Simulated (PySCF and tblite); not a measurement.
Values are calculated unless marked as measured or tabulated.
B₂BrH₈P₃, numbered as in [PH2:1][B@H-:2]1[PH2+:3][B@@H-:4]([Br:5])[PH2+:6]1.

The ensemble was built from 60 distance-geometry starts (ETKDG and KDG, UFF, GFN2-xTB) and rests on GFN2-xTB geometries. Weights use PBE0-D3(BJ)/pcSseg-1 energies plus GFN2-xTB zero-point and thermal terms (modes under about 100 cm⁻¹ blended into free rotors). Symmetry numbers and mirror images are counted. Conformers within 2.5 kcal/mol (GFN2-xTB free energy) were kept, 4 at most. GIAO shieldings: PBE0/pcSseg-1. Shifts are against TMS (¹H), H3PO4 (³¹P), BF3·OEt2 (¹¹B) at the same level; of two unlike H on one atom, a is the less shielded. Programs: PySCF with density fitting and tblite.

Problem. Predict the averaged NMR shifts at 298.15 K.

Solution. ¹H: 4.73 (H3a/H6a, 2H), 4.08 (H4, 1H), 3.62 (H3b/H6b, 2H), 2.99 (H2, 1H), 1.87 (H1, 2H) ppm. ³¹P: -117.9 (P3/P6), -231.9 (P1) ppm. ¹¹B: -23.0 (B4), -38.2 (B2) ppm.

Problem. How do the conformers differ?

Solution. Torsions listed: H1–P1–B2–P3. The 4-ring runs over atoms 2–3–4–6. Of a mirror pair one member is shown.
```
conformer                                                   shape  weight %
        1                                      4-ring flat; -157°      77.5
        2  4-ring puckered (ring torsions -21, 21, -21, 21°); 86°      22.5
```

| signal | 1 | 2 | average |
| --- | --- | --- | --- |
| H1 | 1.97 | 1.51 | 1.87 |
| H2 | 2.93 | 3.22 | 2.99 |
| H3a/H6a | 4.79 | 4.56 | 4.73 |
| H3b/H6b | 3.64 | 3.56 | 3.62 |
| H4 | 4.00 | 4.33 | 4.08 |
| P1 | -223.4 | -261.5 | -231.9 |
| P3/P6 | -118.2 | -116.9 | -117.9 |
| B2 | -37.9 | -39.3 | -38.2 |
| B4 | -23.3 | -21.7 | -23.0 |

Problem. Which signal moves most, for its nucleus, between 250 and 350 K through the change of populations alone?

Solution. P1: -231.0 ppm at 250 K, -231.9 ppm at 298.15 K, -232.7 ppm at 350 K.

Spin–orbit effects of the heavy atoms on shieldings are missing. GFN2-xTB leaves a saturated small ring flat here that puckers in reality. Shifts are unscaled: against experiment ¹³C can be off by 15 ppm or more and ¹H by 0.8 ppm.


Conformer gaps in pcSseg-1 on xTB geometries can be 2 kcal/mol off for S=O, P=O and other polar bonds.